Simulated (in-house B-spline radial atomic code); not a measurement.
Results of a calculation; reference values are marked as such.
Correlation energy from the adiabatic connection: ω²r²/2 − Z/r, ω = 0.056, Z = 0.5

Two electrons in a singlet, external potential ω²r²/2 − Z/r, ω = 0.056, Z = 0.5 (atomic units). Full CI in B-splines (partial waves to l = 8, correlation up to 0.6 % small) with the density held fixed gives W(λ) = <V_ee>_λ − U, and E_c is the integral of W(λ) − W(0) from 0 to 1.

```tsv
λ	W(λ) − W(0) (hartree)
0	0.00000
0.02	-0.00186
0.05	-0.00452
0.12	-0.01014
0.25	-0.01887
0.4	-0.02685
0.6	-0.03506
0.8	-0.04137
1	-0.04637
```

Integrate the table by the trapezoid rule.

The strips give -0.00002, -0.00010, -0.00051, -0.00189, -0.00343, -0.00619, -0.00764, -0.00877, which sum to -0.02855 hartree. The direct value, W(1) − W(0) + T_c with T_c = 0.01768, is -0.02868; the curve is convex, so chords lie above it and the trapezoids fall short in size by 0.46 %.

Now use only three numbers: W(0) = -0.23048, the initial slope W'(0) = -0.09486 (extrapolated from the first points) and the strong-coupling limit of the point-charge-plus-continuum model, W∞ = -0.32237. What do second-order theory and the interpolation W(λ) = W∞ + (W(0) − W∞)/√(1 + 2χλ) of Seidl, Perdew and Levy give?

Second order keeps the slope alone: E_c = W'(0)/2 = -0.04743, +65 % in size against -0.02868. Matching the slope fixes χ = W'(0)/(W∞ − W(0)) = -0.09486/(-0.09189) = 1.03232. Integrating, with s = √(1 + 2χ) = 1.750612, E_c = −(W(0) − W∞)(s − 1)/(s + 1) = −0.09189 × 0.750612/2.750612 = -0.02508 hartree, -12.6 % in size against the full result. At λ = 1 the formula gives W − W(0) = -0.03940 against -0.04637. Part of the miss can come from the model's W∞.
